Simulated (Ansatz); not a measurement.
System: GeF$_{2}$, net charge -1, doublet state. 
Coordinates optimised at B3LYP-D3(BJ)/def2-TZVP (Ansatz, a program for electronic structure):
```xyz
3

Ge    -0.0056     0.0011     0.4493
F      0.7049     1.1928    -0.7930
F     -0.6848    -1.1968    -0.8045
```
Charge -1, spin multiplicity 2.

Basis-set convergence of Hartree-Fock and CCSD(T) correlation energies (hartree) with Ansatz. Cores are frozen in the correlated levels unless marked. UHF or UKS for open shells. No spin-orbit coupling. Frozen are the shells of the preceding noble gas and the d and f shells that filled before the atom's block. No relativistic terms. This anion needs diffuse functions, which these sets lack.

```tsv
basis	functions	E(HF)	E(corr, CCSD(T))
cc-pVDZ	55	-2274.29230	-0.46799
cc-pVTZ	103	-2274.44464	-0.63088
cc-pVQZ	178	…	…
```

Question: Fill in the missing entries.

Answer: 
- cc-pVQZ, E(HF): -2274.47206
- cc-pVQZ, E(corr, CCSD(T)): -0.68951
